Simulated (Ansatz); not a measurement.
From F to I: the atomisation energy (no zero-point term)

One atom is swapped for its congeners: CHFI `F[CH]I`; CHClI `Cl[CH]I`; CHBrI `Br[CH]I`; CHI2 `I[CH]I`. All are doublets with charge 0.

Shapes, held fixed at every level: PBE0-D4/def2-TZVP. Programs: Ansatz 0.2.0. Values in eV.

```csv
level,CHFI,CHClI,CHBrI,CHI2
HF/def2-TZVPP,7.65,6.90,6.42,5.97
B3LYP-D4/def2-TZVPP,11.78,10.58,10.06,9.59
PBE0-D4/def2-TZVPP,11.99,10.93,10.39,9.90
B2PLYP/def2-TZVPP,11.63,10.43,9.92,9.45
MP2/def2-SVP,11.13,9.81,9.36,8.79
MP2/def2-TZVPP,11.79,10.58,10.11,9.64
CCSD(T)/def2-TZVPP,11.34,10.20,9.75,9.30
```

At CCSD(T)/def2-TZVPP the atomisation energy falls at every step, from 11.34 to 9.30 eV. Every level shows the same order. Open shells run unrestricted unless RO is named. For atoms past krypton def2 sets carry core potentials with scalar relativity. Relativity is left out for Br unless named. Correlated rows may include outer-core shells of Br, I, which these sets cover unevenly. Spin-orbit coupling, which grows down the group, is left out (summed over each molecule's free atoms 0.33, 0.35, 0.47, 0.63 eV).
